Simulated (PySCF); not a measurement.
**C₆ coefficients of unlike pairs at PBE0**

Calculated with PySCF 2.14 from the dipole response of each species, C₆(A,B) = (3/π) ∫ α_A(iu) α_B(iu) du, in atomic units, from isotropic polarisabilities. For ions this is the dispersion term alone; charge-induced terms of lower order in 1/R come first.

```csv
species,configuration,basis,relativity,α (bohr³),C₆ (like pair)
Si²⁺,[Ne] 3s2 (1S),aug-cc-pV(D+d)Z (5s4p3d),none,11.88,40.90
O²⁺,[He] 2s2 2p2 (3P),def2-TZVPPD (6s4p3d1f),none,1.733,2.296
As⁺,[Ar] 3d10 4s2 4p2 (3P),aug-cc-pVTZ-DK (7s6p4d2f),spin-free X2C,16.67,100.1
P⁺,[Ne] 3s2 3p2 (3P),dyall-av3z (19s12p3d2f),none,14.27,73.43
```

(1) Estimate C₆ for P⁺ with As⁺.

No spin-orbit coupling is included.

The other pairs:

```
     pair     C₆
 As⁺, O²⁺  14.05
  P⁺, O²⁺  11.96
O²⁺, Si²⁺  8.577
As⁺, Si²⁺  63.55
 P⁺, Si²⁺  54.47
```

Answers

(1) The integral gives 85.70. The combination rule 2 C_A C_B / (C_A α_B/α_A + C_B α_A/α_B) gives 85.73 and the geometric mean 85.73.
